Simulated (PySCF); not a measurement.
# Computed records: BH4Si

Computed with PySCF 2.14.0. Calculation on a computer-drawn molecule: vertical ionisation energy to the stated ion spin, frozen-core CCSD(T) at the basis limit and cheaper methods, single-reference cases, UHF for radicals, no spin-orbit; all values are single points at the evaluated structure, the first of each entry, which is the reference or a displaced copy of it and isn't optimised; the reference structure only sets the zero of the energies above reference; triples share is (T) over the correlation energy.

Common to all runs: charge 0; multiplicity 2; ion multiplicity 1; diffuse functions no; basis cc-pV(n+d)Z; reference is the Hartree-Fock double-zeta minimum; best is HF at quadruple zeta + MP2 correlation extrapolated from triple and quadruple zeta + CCSD(T) minus MP2 at triple zeta; basis step is the size of the change from the same recipe one zeta lower.

```json
{"entry": 1, "formula": "BH4Si", "evaluated_structure": {"atoms_angstrom": [["B", -1.7911, -0.0674, -1.0928], ["Si", -0.2046, 0.0963, 0.1263], ["H", -2.4549, 0.6505, -1.789], ["H", -0.6237, -0.3521, 1.4754], ["H", 0.3514, 1.4794, 0.2686], ["H", 0.8688, -0.7814, -0.4062]]}, "reference_structure": {"atoms_angstrom": [["B", -1.7861, -0.0594, -1.0903], ["Si", -0.1941, 0.1094, 0.1385], ["H", -2.4558, 0.6474, -1.7814], ["H", -0.5984, -0.3629, 1.4858], ["H", 0.3562, 1.4822, 0.274], ["H", 0.882, -0.7725, -0.3772]]}, "given": {"drawn_bonds_atom": [1, 1, 2, 2, 2], "drawn_bonds_other_atom": [2, 3, 4, 5, 6], "drawn_bonds_order": [1, 1, 1, 1, 1]}, "results": {"ionisation_energy_best [eV]": 8.249, "ionisation_energy_basis_step [eV]": 0.02004, "energy_above_reference_best [kcal/mol]": 0.04122, "energy_above_reference_basis_step [kcal/mol]": 0.02933, "triple_zeta_method": ["HF", "PBE", "r2SCAN", "B3LYP", "wB97X", "MP2", "CCSD", "CCSD(T)"], "triple_zeta_ionisation_energy [eV]": [7.857, 8.267, 8.453, 8.329, 8.269, 8.208, 8.197, 8.212], "triple_zeta_energy_above_reference [kcal/mol]": [0.1586, -0.06241, -0.0002993, 0.03923, 0.02816, 0.1009, 0.07059, 0.05872], "total_energy_HF_triple_zeta [hartree]": -315.8728, "total_energy_CCSD(T)_triple_zeta [hartree]": -316.1230, "total_energy_best [hartree]": -316.1527, "T1_diagnostic_at_triple_zeta": 0.01438, "D1_diagnostic_at_triple_zeta": 0.03054, "spin_squared_at_triple_zeta": 0.7583, "ion_T1_diagnostic_at_triple_zeta": 0.01923, "ion_D1_diagnostic_at_triple_zeta": 0.04061, "triples_share_at_triple_zeta": 0.02861, "basis_functions_triple_zeta": 125, "dipole_magnitude_HF_at_triple_zeta [debye]": 0.4167, "dipole_magnitude_CCSD_unrelaxed_at_triple_zeta [debye]": 0.3876, "dipole_magnitude_PBE_at_triple_zeta [debye]": 0.3278, "dipole_magnitude_r2SCAN_at_triple_zeta [debye]": 0.3051, "dipole_magnitude_B3LYP_at_triple_zeta [debye]": 0.3532, "dipole_magnitude_wB97X_at_triple_zeta [debye]": 0.4018}}
{"entry": 2, "formula": "BH4Si", "evaluated_structure": {"atoms_angstrom": [["B", -1.7911, -0.0674, -1.0928], ["Si", -0.0497, 0.1123, 0.2454], ["H", -2.4549, 0.6505, -1.789], ["H", -0.4688, -0.3361, 1.5945], ["H", 0.5063, 1.4954, 0.3877], ["H", 1.0237, -0.7654, -0.2871]]}, "reference_structure": {"atoms_angstrom": [["B", -1.7861, -0.0594, -1.0903], ["Si", -0.1941, 0.1094, 0.1385], ["H", -2.4558, 0.6474, -1.7814], ["H", -0.5984, -0.3629, 1.4858], ["H", 0.3562, 1.4822, 0.274], ["H", 0.882, -0.7725, -0.3772]]}, "given": {"drawn_bonds_atom": [1, 1, 2, 2, 2], "drawn_bonds_other_atom": [2, 3, 4, 5, 6], "drawn_bonds_order": [1, 1, 1, 1, 1]}, "results": {"ionisation_energy_best [eV]": 8.123, "ionisation_energy_basis_step [eV]": 0.02237, "energy_above_reference_best [kcal/mol]": 5.641, "energy_above_reference_basis_step [kcal/mol]": 0.2634, "triple_zeta_method": ["HF", "PBE", "r2SCAN", "B3LYP", "wB97X", "MP2", "CCSD", "CCSD(T)"], "triple_zeta_ionisation_energy [eV]": [7.691, 8.219, 8.391, 8.239, 8.15, 8.073, 8.059, 8.086], "triple_zeta_energy_above_reference [kcal/mol]": [4.879, 5.33, 5.811, 5.506, 5.685, 5.497, 5.303, 5.248], "total_energy_HF_triple_zeta [hartree]": -315.8653, "total_energy_CCSD(T)_triple_zeta [hartree]": -316.1147, "total_energy_best [hartree]": -316.1438, "T1_diagnostic_at_triple_zeta": 0.01373, "D1_diagnostic_at_triple_zeta": 0.03058, "spin_squared_at_triple_zeta": 0.7582, "ion_T1_diagnostic_at_triple_zeta": 0.01585, "ion_D1_diagnostic_at_triple_zeta": 0.03172, "triples_share_at_triple_zeta": 0.02897, "basis_functions_triple_zeta": 125, "dipole_magnitude_HF_at_triple_zeta [debye]": 0.3919, "dipole_magnitude_CCSD_unrelaxed_at_triple_zeta [debye]": 0.4045, "dipole_magnitude_PBE_at_triple_zeta [debye]": 0.3741, "dipole_magnitude_r2SCAN_at_triple_zeta [debye]": 0.3451, "dipole_magnitude_B3LYP_at_triple_zeta [debye]": 0.3858, "dipole_magnitude_wB97X_at_triple_zeta [debye]": 0.4213}}
{"entry": 3, "formula": "BH4Si", "evaluated_structure": {"atoms_angstrom": [["B", -1.7911, -0.0674, -1.0928], ["Si", 0.2056, 0.1386, 0.4415], ["H", -2.4549, 0.6505, -1.789], ["H", -0.2135, -0.3098, 1.7906], ["H", 0.7616, 1.5217, 0.5838], ["H", 1.279, -0.7391, -0.091]]}, "reference_structure": {"atoms_angstrom": [["B", -1.7861, -0.0594, -1.0903], ["Si", -0.1941, 0.1094, 0.1385], ["H", -2.4558, 0.6474, -1.7814], ["H", -0.5984, -0.3629, 1.4858], ["H", 0.3562, 1.4822, 0.274], ["H", 0.882, -0.7725, -0.3772]]}, "given": {"drawn_bonds_atom": [1, 1, 2, 2, 2], "drawn_bonds_other_atom": [2, 3, 4, 5, 6], "drawn_bonds_order": [1, 1, 1, 1, 1]}, "results": {"ionisation_energy_best [eV]": 7.882, "ionisation_energy_basis_step [eV]": 0.02373, "energy_above_reference_best [kcal/mol]": 24.49, "energy_above_reference_basis_step [kcal/mol]": 0.6009, "triple_zeta_method": ["HF", "PBE", "r2SCAN", "B3LYP", "wB97X", "MP2", "CCSD", "CCSD(T)"], "triple_zeta_ionisation_energy [eV]": [7.394, 8.067, 8.219, 8.033, 7.908, 7.817, 7.799, 7.842], "triple_zeta_energy_above_reference [kcal/mol]": [24.37, 22.88, 24.41, 23.43, 25.13, 24.9, 24.07, 23.71], "total_energy_HF_triple_zeta [hartree]": -315.8342, "total_energy_CCSD(T)_triple_zeta [hartree]": -316.0853, "total_energy_best [hartree]": -316.1138, "T1_diagnostic_at_triple_zeta": 0.01368, "D1_diagnostic_at_triple_zeta": 0.03226, "spin_squared_at_triple_zeta": 0.7581, "ion_T1_diagnostic_at_triple_zeta": 0.01306, "ion_D1_diagnostic_at_triple_zeta": 0.02263, "triples_share_at_triple_zeta": 0.03075, "basis_functions_triple_zeta": 125, "dipole_magnitude_HF_at_triple_zeta [debye]": 0.3863, "dipole_magnitude_CCSD_unrelaxed_at_triple_zeta [debye]": 0.4306, "dipole_magnitude_PBE_at_triple_zeta [debye]": 0.4217, "dipole_magnitude_r2SCAN_at_triple_zeta [debye]": 0.388, "dipole_magnitude_B3LYP_at_triple_zeta [debye]": 0.4238, "dipole_magnitude_wB97X_at_triple_zeta [debye]": 0.4534}}
{"entry": 4, "formula": "BH4Si", "evaluated_structure": {"atoms_angstrom": [["B", -1.8603, -0.0393, -1.0889], ["Si", -0.1951, 0.1188, 0.1212], ["H", -2.3909, 0.6762, -1.8052], ["H", -0.5576, -0.3902, 1.4958], ["H", 0.3769, 1.4556, 0.3004], ["H", 0.9252, -0.7573, -0.4323]]}, "reference_structure": {"atoms_angstrom": [["B", -1.7861, -0.0594, -1.0903], ["Si", -0.1941, 0.1094, 0.1385], ["H", -2.4558, 0.6474, -1.7814], ["H", -0.5984, -0.3629, 1.4858], ["H", 0.3562, 1.4822, 0.274], ["H", 0.882, -0.7725, -0.3772]]}, "given": {"drawn_bonds_atom": [1, 1, 2, 2, 2], "drawn_bonds_other_atom": [2, 3, 4, 5, 6], "drawn_bonds_order": [1, 1, 1, 1, 1]}, "results": {"ionisation_energy_best [eV]": 8.379, "ionisation_energy_basis_step [eV]": 0.01971, "energy_above_reference_best [kcal/mol]": 2.233, "energy_above_reference_basis_step [kcal/mol]": 0.09557, "triple_zeta_method": ["HF", "PBE", "r2SCAN", "B3LYP", "wB97X", "MP2", "CCSD", "CCSD(T)"], "triple_zeta_ionisation_energy [eV]": [7.992, 8.406, 8.595, 8.466, 8.399, 8.342, 8.327, 8.343], "triple_zeta_energy_above_reference [kcal/mol]": [1.848, 2.165, 2.229, 2.14, 2.351, 2.135, 2.14, 2.139], "total_energy_HF_triple_zeta [hartree]": -315.8701, "total_energy_CCSD(T)_triple_zeta [hartree]": -316.1197, "total_energy_best [hartree]": -316.1492, "T1_diagnostic_at_triple_zeta": 0.01428, "D1_diagnostic_at_triple_zeta": 0.02993, "spin_squared_at_triple_zeta": 0.7577, "ion_T1_diagnostic_at_triple_zeta": 0.01894, "ion_D1_diagnostic_at_triple_zeta": 0.04042, "triples_share_at_triple_zeta": 0.02862, "basis_functions_triple_zeta": 125, "dipole_magnitude_HF_at_triple_zeta [debye]": 0.6903, "dipole_magnitude_CCSD_unrelaxed_at_triple_zeta [debye]": 0.6096, "dipole_magnitude_PBE_at_triple_zeta [debye]": 0.5157, "dipole_magnitude_r2SCAN_at_triple_zeta [debye]": 0.5298, "dipole_magnitude_B3LYP_at_triple_zeta [debye]": 0.5769, "dipole_magnitude_wB97X_at_triple_zeta [debye]": 0.6374}}
{"entry": 5, "formula": "BH4Si", "evaluated_structure": {"atoms_angstrom": [["B", -1.8418, -0.0321, -1.0787], ["Si", -0.1723, 0.1078, 0.1987], ["H", -2.425, 0.7061, -1.7213], ["H", -0.6982, -0.4967, 1.8607], ["H", 0.2642, 1.4992, 0.2915], ["H", 0.86, -0.8035, -0.3586]]}, "reference_structure": {"atoms_angstrom": [["B", -1.7861, -0.0594, -1.0903], ["Si", -0.1941, 0.1094, 0.1385], ["H", -2.4558, 0.6474, -1.7814], ["H", -0.5984, -0.3629, 1.4858], ["H", 0.3562, 1.4822, 0.274], ["H", 0.882, -0.7725, -0.3772]]}, "given": {"drawn_bonds_atom": [1, 1, 2, 2, 2], "drawn_bonds_other_atom": [2, 3, 4, 5, 6], "drawn_bonds_order": [1, 1, 1, 1, 1]}, "results": {"ionisation_energy_best [eV]": 8.159, "ionisation_energy_basis_step [eV]": 0.02185, "energy_above_reference_best [kcal/mol]": 19.96, "energy_above_reference_basis_step [kcal/mol]": 0.144, "triple_zeta_method": ["HF", "PBE", "r2SCAN", "B3LYP", "wB97X", "MP2", "CCSD", "CCSD(T)"], "triple_zeta_ionisation_energy [eV]": [7.773, 8.198, 8.384, 8.252, 8.193, 8.12, 8.106, 8.122], "triple_zeta_energy_above_reference [kcal/mol]": [21.01, 18.17, 19.6, 19.59, 20.47, 20.89, 19.92, 19.66], "total_energy_HF_triple_zeta [hartree]": -315.8396, "total_energy_CCSD(T)_triple_zeta [hartree]": -316.0918, "total_energy_best [hartree]": -316.1210, "T1_diagnostic_at_triple_zeta": 0.01539, "D1_diagnostic_at_triple_zeta": 0.03434, "spin_squared_at_triple_zeta": 0.7581, "ion_T1_diagnostic_at_triple_zeta": 0.01957, "ion_D1_diagnostic_at_triple_zeta": 0.04729, "triples_share_at_triple_zeta": 0.03, "basis_functions_triple_zeta": 125, "dipole_magnitude_HF_at_triple_zeta [debye]": 1.003, "dipole_magnitude_CCSD_unrelaxed_at_triple_zeta [debye]": 0.8357, "dipole_magnitude_PBE_at_triple_zeta [debye]": 0.762, "dipole_magnitude_r2SCAN_at_triple_zeta [debye]": 0.7726, "dipole_magnitude_B3LYP_at_triple_zeta [debye]": 0.8361, "dipole_magnitude_wB97X_at_triple_zeta [debye]": 0.9086}}
{"entry": 6, "formula": "BH4Si", "evaluated_structure": {"atoms_angstrom": [["B", -1.7829, -0.0304, -1.0693], ["Si", -0.2288, 0.0992, 0.1812], ["H", -2.447, 0.6439, -1.7423], ["H", -0.5617, -0.3609, 1.4939], ["H", 0.3207, 1.5452, 0.3016], ["H", 0.8177, -0.7457, -0.3864]]}, "reference_structure": {"atoms_angstrom": [["B", -1.7861, -0.0594, -1.0903], ["Si", -0.1941, 0.1094, 0.1385], ["H", -2.4558, 0.6474, -1.7814], ["H", -0.5984, -0.3629, 1.4858], ["H", 0.3562, 1.4822, 0.274], ["H", 0.882, -0.7725, -0.3772]]}, "given": {"drawn_bonds_atom": [1, 1, 2, 2, 2], "drawn_bonds_other_atom": [2, 3, 4, 5, 6], "drawn_bonds_order": [1, 1, 1, 1, 1]}, "results": {"ionisation_energy_best [eV]": 8.143, "ionisation_energy_basis_step [eV]": 0.02061, "energy_above_reference_best [kcal/mol]": 1.758, "energy_above_reference_basis_step [kcal/mol]": 0.01701, "triple_zeta_method": ["HF", "PBE", "r2SCAN", "B3LYP", "wB97X", "MP2", "CCSD", "CCSD(T)"], "triple_zeta_ionisation_energy [eV]": [7.739, 8.161, 8.342, 8.221, 8.167, 8.098, 8.09, 8.104], "triple_zeta_energy_above_reference [kcal/mol]": [1.896, 1.976, 1.794, 1.661, 1.752, 1.771, 1.826, 1.853], "total_energy_HF_triple_zeta [hartree]": -315.8700, "total_energy_CCSD(T)_triple_zeta [hartree]": -316.1201, "total_energy_best [hartree]": -316.1500, "T1_diagnostic_at_triple_zeta": 0.01429, "D1_diagnostic_at_triple_zeta": 0.03102, "spin_squared_at_triple_zeta": 0.7588, "ion_T1_diagnostic_at_triple_zeta": 0.01933, "ion_D1_diagnostic_at_triple_zeta": 0.04286, "triples_share_at_triple_zeta": 0.02837, "basis_functions_triple_zeta": 125, "dipole_magnitude_HF_at_triple_zeta [debye]": 0.3378, "dipole_magnitude_CCSD_unrelaxed_at_triple_zeta [debye]": 0.2977, "dipole_magnitude_PBE_at_triple_zeta [debye]": 0.2324, "dipole_magnitude_r2SCAN_at_triple_zeta [debye]": 0.2216, "dipole_magnitude_B3LYP_at_triple_zeta [debye]": 0.2627, "dipole_magnitude_wB97X_at_triple_zeta [debye]": 0.3107}}
{"entry": 7, "formula": "BH4Si", "evaluated_structure": {"atoms_angstrom": [["B", -1.7829, -0.0304, -1.0693], ["Si", -0.2288, 0.0992, 0.1812], ["H", -2.447, 0.6439, -1.7423], ["H", -0.5307, -0.3181, 1.3718], ["H", 0.3207, 1.5452, 0.3016], ["H", 0.8177, -0.7457, -0.3864]]}, "reference_structure": {"atoms_angstrom": [["B", -1.7861, -0.0594, -1.0903], ["Si", -0.1941, 0.1094, 0.1385], ["H", -2.4558, 0.6474, -1.7814], ["H", -0.5984, -0.3629, 1.4858], ["H", 0.3562, 1.4822, 0.274], ["H", 0.882, -0.7725, -0.3772]]}, "given": {"drawn_bonds_atom": [1, 1, 2, 2, 2], "drawn_bonds_other_atom": [2, 3, 4, 5, 6], "drawn_bonds_order": [1, 1, 1, 1, 1]}, "results": {"ionisation_energy_best [eV]": 8.131, "ionisation_energy_basis_step [eV]": 0.0215, "energy_above_reference_best [kcal/mol]": 10.54, "energy_above_reference_basis_step [kcal/mol]": 0.1204, "triple_zeta_method": ["HF", "PBE", "r2SCAN", "B3LYP", "wB97X", "MP2", "CCSD", "CCSD(T)"], "triple_zeta_ionisation_energy [eV]": [7.717, 8.157, 8.334, 8.211, 8.153, 8.083, 8.076, 8.091], "triple_zeta_energy_above_reference [kcal/mol]": [10.62, 11.41, 10.72, 10.29, 10.54, 10.36, 10.56, 10.64], "total_energy_HF_triple_zeta [hartree]": -315.8561, "total_energy_CCSD(T)_triple_zeta [hartree]": -316.1061, "total_energy_best [hartree]": -316.1360, "T1_diagnostic_at_triple_zeta": 0.0141, "D1_diagnostic_at_triple_zeta": 0.03101, "spin_squared_at_triple_zeta": 0.7587, "ion_T1_diagnostic_at_triple_zeta": 0.01883, "ion_D1_diagnostic_at_triple_zeta": 0.04296, "triples_share_at_triple_zeta": 0.02801, "basis_functions_triple_zeta": 125, "dipole_magnitude_HF_at_triple_zeta [debye]": 0.3255, "dipole_magnitude_CCSD_unrelaxed_at_triple_zeta [debye]": 0.2808, "dipole_magnitude_PBE_at_triple_zeta [debye]": 0.2252, "dipole_magnitude_r2SCAN_at_triple_zeta [debye]": 0.2174, "dipole_magnitude_B3LYP_at_triple_zeta [debye]": 0.2526, "dipole_magnitude_wB97X_at_triple_zeta [debye]": 0.2883}}
{"entry": 8, "formula": "BH4Si", "evaluated_structure": {"atoms_angstrom": [["B", -1.7829, -0.0304, -1.0693], ["Si", -0.2288, 0.0992, 0.1812], ["H", -2.447, 0.6439, -1.7423], ["H", -0.5331, -0.3213, 1.381], ["H", 0.3207, 1.5452, 0.3016], ["H", 0.8177, -0.7457, -0.3864]]}, "reference_structure": {"atoms_angstrom": [["B", -1.7861, -0.0594, -1.0903], ["Si", -0.1941, 0.1094, 0.1385], ["H", -2.4558, 0.6474, -1.7814], ["H", -0.5984, -0.3629, 1.4858], ["H", 0.3562, 1.4822, 0.274], ["H", 0.882, -0.7725, -0.3772]]}, "given": {"drawn_bonds_atom": [1, 1, 2, 2, 2], "drawn_bonds_other_atom": [2, 3, 4, 5, 6], "drawn_bonds_order": [1, 1, 1, 1, 1]}, "results": {"ionisation_energy_best [eV]": 8.132, "ionisation_energy_basis_step [eV]": 0.02143, "energy_above_reference_best [kcal/mol]": 9.416, "energy_above_reference_basis_step [kcal/mol]": 0.1076, "triple_zeta_method": ["HF", "PBE", "r2SCAN", "B3LYP", "wB97X", "MP2", "CCSD", "CCSD(T)"], "triple_zeta_ionisation_energy [eV]": [7.718, 8.157, 8.335, 8.212, 8.154, 8.084, 8.077, 8.092], "triple_zeta_energy_above_reference [kcal/mol]": [9.492, 10.24, 9.587, 9.186, 9.415, 9.241, 9.434, 9.517], "total_energy_HF_triple_zeta [hartree]": -315.8579, "total_energy_CCSD(T)_triple_zeta [hartree]": -316.1079, "total_energy_best [hartree]": -316.1378, "T1_diagnostic_at_triple_zeta": 0.01411, "D1_diagnostic_at_triple_zeta": 0.03101, "spin_squared_at_triple_zeta": 0.7588, "ion_T1_diagnostic_at_triple_zeta": 0.01886, "ion_D1_diagnostic_at_triple_zeta": 0.04295, "triples_share_at_triple_zeta": 0.02803, "basis_functions_triple_zeta": 125, "dipole_magnitude_HF_at_triple_zeta [debye]": 0.3235, "dipole_magnitude_CCSD_unrelaxed_at_triple_zeta [debye]": 0.2799, "dipole_magnitude_PBE_at_triple_zeta [debye]": 0.2241, "dipole_magnitude_r2SCAN_at_triple_zeta [debye]": 0.2156, "dipole_magnitude_B3LYP_at_triple_zeta [debye]": 0.2513, "dipole_magnitude_wB97X_at_triple_zeta [debye]": 0.2878}}
```
